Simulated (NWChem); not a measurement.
All runs are NWChem calculations. System: H$_{2}$Cl$_{2}$Si, charge 0, spin multiplicity 1, at a geometry optimised with PBE0/def2-SVP. The structure started from a generated list of species. Level: MP2/def2-TZVP, 15 core orbitals frozen.

Job file:

```
start mol
memory heap 200 mb stack 900 mb global 1100 mb
geometry units angstroms nocenter noautoz
  Si     0.000000     0.000000     0.768929
  Cl    -1.683952     0.000000    -0.410358
  Cl     1.683952     0.000000    -0.410358
  H      0.000000    -1.233026     1.593580
  H      0.000000     1.233026     1.593580
  symmetry group C2v
end
basis spherical
  * library def2-tzvp
end
scf
  rhf
  nopen 0
  maxiter 100
  thresh 1e-7
  semidirect memsize 60000000 filesize 0
end
mp2
  freeze core 15
end
task mp2 energy
```

Output (cleaned and shortened):

```
             Northwest Computational Chemistry Package (NWChem) 7.3.0
             --------------------------------------------------------

                                NWChem Input Module
                                -------------------

 Scaling coordinates for geometry "geometry" by  1.889725989
 (inverse scale =  0.529177249)

 Turning off AUTOSYM since
 SYMMETRY directive was detected!

                             Geometry "geometry" -> ""
                             -------------------------

 Output coordinates in angstroms (scale by  1.889725989 to convert to a.u.)

  No.       Tag          Charge          X              Y              Z
 ---- ---------------- ---------- -------------- -------------- --------------
    1 Si                  14.0000     0.00000000     0.00000000     0.76892900
    2 Cl                  17.0000    -1.68395200     0.00000000    -0.41035800
    3 Cl                  17.0000     1.68395200     0.00000000    -0.41035800
    4 H                    1.0000     0.00000000    -1.23302600     1.59358000
    5 H                    1.0000     0.00000000     1.23302600     1.59358000

 Effective nuclear repulsion energy (a.u.)     190.5728397463

            Nuclear Dipole moment (a.u.)
            ----------------------------
        X                 Y               Z
 ---------------- ---------------- ----------------
     0.0000000000     0.0000000000    -0.0000113384

      Symmetry information
      --------------------

 Group name             C2v
 Group number             16
 Group order               4
 No. of unique centers     3

      Symmetry unique atoms

     1    2    4


 Summary of "ao basis" -> "" (spherical)
 ------------------------------------------------------------------------------
       Tag                 Description            Shells   Functions and Types
 ---------------- ------------------------------  ------  ---------------------
 *                         def2-tzvp                  on all atoms

 Summary of "ao basis" -> "ao basis" (spherical)
 ------------------------------------------------------------------------------
       Tag                 Description            Shells   Functions and Types
 ---------------- ------------------------------  ------  ---------------------
 Si                        def2-tzvp                13       37   5s5p2d1f
 Cl                        def2-tzvp                13       37   5s5p2d1f
 H                         def2-tzvp                 4        6   3s1p

                                 NWChem SCF Module
                                 -----------------

  ao basis        = "ao basis"
  functions       =   123
  atoms           =     5
  closed shells   =    25
  open shells     =     0
  charge          =   0.00
  wavefunction    = RHF
  use symmetry    = T
  symmetry adapt  = T

 Summary of "ao basis" -> "ao basis" (spherical)
 ------------------------------------------------------------------------------
       Tag                 Description            Shells   Functions and Types
 ---------------- ------------------------------  ------  ---------------------
 Si                        def2-tzvp                13       37   5s5p2d1f
 Cl                        def2-tzvp                13       37   5s5p2d1f
 H                         def2-tzvp                 4        6   3s1p

      Symmetry analysis of basis
      --------------------------

        a1         46
        a2         16
        b1         35
        b2         26

 Forming initial guess at       0.1s

      Superposition of Atomic Density Guess
      -------------------------------------

 Sum of atomic energies:       -1208.79040611

      Non-variational initial energy
      ------------------------------

 Total energy =   -1209.456580
 1-e energy   =   -2051.407151
 2-e energy   =     651.377731
 HOMO         =      -0.373936
 LUMO         =       0.052649

      Symmetry analysis of molecular orbitals - initial
      -------------------------------------------------

  Numbering of irreducible representations:

     1 a1          2 a2          3 b1          4 b2

  Orbital symmetries:

     1 a1          2 b1          3 a1          4 a1          5 b1
     6 a1          7 b1          8 a1          9 b2         10 a2
    11 b1         12 a1         13 b2         14 a1         15 b1
    16 a1         17 b1         18 a1         19 b1         20 a1
    21 b2         22 a2         23 a1         24 b1         25 b2
    26 a1         27 b1         28 a1         29 b2         30 a1
    31 b2         32 a1         33 b1         34 a2         35 a1

 Starting SCF solution at       1.9s

 ----------------------------------------------
         Quadratically convergent ROHF

 Convergence threshold     :          1.000E-07
 Maximum no. of iterations :          100
 Final Fock-matrix accuracy:          1.000E-09
 ----------------------------------------------

              iter       energy          gnorm     gmax       time
             ----- ------------------- --------- --------- --------
                 1    -1209.1959056389  6.65D-01  1.50D-01      2.0
                 2    -1209.2330455198  2.00D-01  5.67D-02      2.3
                 3    -1209.2373349439  1.18D-02  2.50D-03      2.8
                 4    -1209.2373560039  7.64D-05  1.45D-05      3.4
                 5    -1209.2373560046  4.12D-09  7.53D-10      4.4

       Final RHF  results
       ------------------

         Total SCF energy =  -1209.237356004574
      One-electron energy =  -2052.508233924643
      Two-electron energy =    652.698038173734
 Nuclear repulsion energy =    190.572839746335

        Time for solution =      2.5s

       Symmetry analysis of molecular orbitals - final
       -----------------------------------------------

  Numbering of irreducible representations:

     1 a1          2 a2          3 b1          4 b2

  Orbital symmetries:

     1 a1          2 b1          3 a1          4 b1          5 a1
     6 b1          7 a1          8 b1          9 a1         10 b2
    11 a2         12 a1         13 b1         14 a1         15 b2
    16 a1         17 b1         18 a1         19 b2         20 a1
    21 b1         22 a1         23 a2         24 b1         25 b2
    26 b1         27 a1         28 a1         29 b2         30 b2
    31 a1         32 a1         33 b1         34 a2         35 b1

             Final eigenvalues
             -----------------

              1
    1 -104.8403
    2 -104.8403
    3  -68.8648
    4  -10.5700
    5  -10.5699
    6   -8.0366
    7   -8.0365
    8   -8.0356
    9   -8.0356
   10   -8.0355
   11   -8.0355
   12   -6.2064
   13   -4.3136
   14   -4.3129
   15   -4.3121
   16   -1.1241
   17   -1.0974
   18   -0.7282
   19   -0.5608
   20   -0.5565
   21   -0.5554
   22   -0.4833
   23   -0.4822
   24   -0.4671
   25   -0.4555
   26    0.1215
   27    0.1241
   28    0.1582
   29    0.1838
   30    0.2536
   31    0.2650
   32    0.2777
   33    0.2922
   34    0.3258
   35    0.3461

                       ROHF Final Molecular Orbital Analysis
                       -------------------------------------

 Vector   23  Occ=2.000000D+00  E=-4.822189D-01  Symmetry=a2
              MO Center=  1.4D-14,  1.4D-16, -3.6D-01, r^2= 3.9D+00
   Bfn.  Coefficient  Atom+Function         Bfn.  Coefficient  Atom+Function
  ----- ------------  ---------------      ----- ------------  ---------------
    53      0.386637  2 Cl py                90     -0.386637  3 Cl py
    56      0.246241  2 Cl py                93     -0.246241  3 Cl py
    50      0.176633  2 Cl py                87     -0.176633  3 Cl py

 Vector   24  Occ=2.000000D+00  E=-4.671294D-01  Symmetry=b1
              MO Center=  1.2D-13, -1.1D-16, -3.4D-01, r^2= 4.0D+00
   Bfn.  Coefficient  Atom+Function         Bfn.  Coefficient  Atom+Function
  ----- ------------  ---------------      ----- ------------  ---------------
    52      0.299014  2 Cl px                89      0.299014  3 Cl px
    54     -0.257896  2 Cl pz                91      0.257896  3 Cl pz
    55      0.190267  2 Cl px                92      0.190267  3 Cl px
    57     -0.170175  2 Cl pz                94      0.170175  3 Cl pz

 Vector   25  Occ=2.000000D+00  E=-4.555217D-01  Symmetry=b2
              MO Center= -2.7D-14, -5.9D-15,  3.0D-01, r^2= 4.1D+00
   Bfn.  Coefficient  Atom+Function         Bfn.  Coefficient  Atom+Function
  ----- ------------  ---------------      ----- ------------  ---------------
    53      0.313619  2 Cl py                90      0.313619  3 Cl py
    56      0.211148  2 Cl py                93      0.211148  3 Cl py
    16     -0.167965  1 Si py               113      0.154871  4 H  s
   119     -0.154871  5 H  s

 Vector   26  Occ=0.000000D+00  E= 1.215181D-01  Symmetry=b1
              MO Center= -2.6D-15, -2.2D-17,  1.0D+00, r^2= 5.4D+00
   Bfn.  Coefficient  Atom+Function         Bfn.  Coefficient  Atom+Function
  ----- ------------  ---------------      ----- ------------  ---------------
    18      1.350399  1 Si px                42      0.670324  2 Cl s
    79     -0.670324  3 Cl s                 57      0.344392  2 Cl pz
    94     -0.344392  3 Cl pz                15      0.225251  1 Si px

 Vector   27  Occ=0.000000D+00  E= 1.240757D-01  Symmetry=a1
              MO Center= -4.6D-14, -2.7D-14,  6.7D-01, r^2= 5.4D+00
   Bfn.  Coefficient  Atom+Function         Bfn.  Coefficient  Atom+Function
  ----- ------------  ---------------      ----- ------------  ---------------
    20      1.437425  1 Si pz                42      0.553703  2 Cl s
    79      0.553703  3 Cl s                 55      0.440935  2 Cl px
    92     -0.440935  3 Cl px               114     -0.441347  4 H  s
   120     -0.441347  5 H  s                  4     -0.253891  1 Si s
    17      0.164275  1 Si pz

 Vector   28  Occ=0.000000D+00  E= 1.582486D-01  Symmetry=a1
              MO Center=  8.9D-17, -4.6D-16,  1.2D+00, r^2= 5.6D+00
   Bfn.  Coefficient  Atom+Function         Bfn.  Coefficient  Atom+Function
  ----- ------------  ---------------      ----- ------------  ---------------
     5      2.144991  1 Si s                114     -1.591358  4 H  s
   120     -1.591358  5 H  s                 20      0.810306  1 Si pz
     4      0.573880  1 Si s                  3     -0.291725  1 Si s
    57     -0.254392  2 Cl pz                94     -0.254392  3 Cl pz
    55     -0.181943  2 Cl px                92      0.181943  3 Cl px

 center of mass
 --------------
 x =   0.00000000 y =   0.00000000 z =  -0.07517133

 moments of inertia (a.u.)
 ------------------
         129.785292798556           0.000000000000           0.000000000000
           0.000000000000         827.062169005371           0.000000000000
           0.000000000000           0.000000000000         719.163927657772

  Mulliken analysis of the total density
  --------------------------------------

    Atom       Charge   Shell Charges
 -----------   ------   -------------------------------------------------------
    1 Si  14    13.36   2.00  0.58  1.39  0.83  0.25  4.12  1.73  0.51  1.22  0.17  0.19  0.30  0.06
    2 Cl  17    17.30   2.01  0.45  1.52  1.08  0.86  4.18  1.69  1.07  2.90  1.49  0.01  0.03  0.00
    3 Cl  17    17.30   2.01  0.45  1.52  1.08  0.86  4.18  1.69  1.07  2.90  1.49  0.01  0.03  0.00
    4 H    1     1.02   0.24  0.56  0.22  0.01
    5 H    1     1.02   0.24  0.56  0.22  0.01

       Multipole analysis of the density wrt the origin
       ------------------------------------------------

     L   x y z        total         open         nuclear
     -   - - -        -----         ----         -------
     0   0 0 0     -0.000000      0.000000     50.000000

     1   1 0 0     -0.000000      0.000000      0.000000
     1   0 1 0     -0.000000      0.000000      0.000000
     1   0 0 1      0.552964      0.000000     -0.000011

     2   2 0 0    -31.221942      0.000000    344.299193
     2   1 1 0      0.000000      0.000000      0.000000
     2   1 0 1     -0.000000      0.000000      0.000000
     2   0 2 0    -29.375786      0.000000     10.858558
     2   0 1 1     -0.000000      0.000000      0.000000
     2   0 0 2    -28.453390      0.000000     68.142710

                   NWChem MP2 Semi-direct Energy/Gradient Module
                   ---------------------------------------------

  Basis functions       =    123
  Molecular orbitals    =    123
  Frozen core           =     15
  Frozen virtuals       =      0
  Active alpha occupied =     10
  Active beta occupied  =     10
  Active alpha virtual  =     98
  Active beta virtual   =     98
  Use MO symmetry       = T
  Use skeleton AO sym   = T

  AO/Fock/Back tols     =   1.0D-09  1.0D-09  1.0D-09

 GA uses MA = F    GA memory limited = T

 Available:
  local mem=  1.26D+08
 global mem=  1.44D+08
 local disk=  0.00D+00
  mp2_memr nvloc                    98
  nvloc new                    98
   1 passes of  10:        5242880                      79843                  24186267.
   1 passes of  10: M    126151189           G      144148942           F     120908309.

 Semi-direct pass number   1 of   1  for RHF alpha+beta  at        4.6s
  vrange nnbf                  7251
  mp2_eaftype                    92  avail_ma_in_mb                  1099
 EAF : mp2_eaftype filesize          92   12093134.
  mp2_eaf for mointskh                     92
Node 0 wrote     56.8 Mb in      0.1 s     Agg I/O rate:   524.3 Mb/s
 Done moints_semi at       15.0s
  mp2_eaftype                    92  avail_ma_in_mb                  1007
 EAF : mp2_eaftype filesize          92   12093134.
  mp2_eaf for kh                    92
 Done maket at       15.4s
 Done multipass loop at       15.4s

          -------------------------------------------
          SCF energy               -1209.237356004574
          Correlation energy          -0.485907884464
          Singlet pairs               -0.312680336879
          Triplet pairs               -0.173227547586
          Total MP2 energy         -1209.723263889038
          -------------------------------------------

          ---------------------------------------------------
                    Spin Component Scaled (SCS) MP2
          Same spin pairs                     -0.115485031724
          Same spin scaling factor             0.333333333333
          Opposite spin pairs                 -0.370422852740
          Opposite spin scaling fact.          1.200000000000
          SCS-MP2 correlation energy          -0.483002433863
          Total SCS-MP2 energy             -1209.720358438437
          ---------------------------------------------------

 -----------------------
 Performance information
 -----------------------

 Timer overhead =  1.37D-07 seconds/call

               Nr. of calls         CPU time (s)                 Wall time (s)                GFlops
             ---------------    -------------------     ------------------------------   -------------------
Name         Min   Avg   Max    Min     Avg     Max     Min     Avg     Max   Mx/calls   Min     Max     Sum
mp2: moin     1     1     1    10.     10.     10.      10.     10.     10.     10.      0.0     0.0     0.0
mp2: make     1     1     1   0.42    0.42    0.42     0.42    0.42    0.42    0.42      0.0     0.0     0.0
mp2: tota     1     1     1    11.     11.     11.      11.     11.     11.     11.      0.0     0.0     0.0

 The average no. of pstat calls per process was 3.00D+00
 with a timing overhead of 4.10D-07s

 Task  times  cpu:       15.4s     wall:       15.4s

 Total times  cpu:       15.5s     wall:       15.5s
```
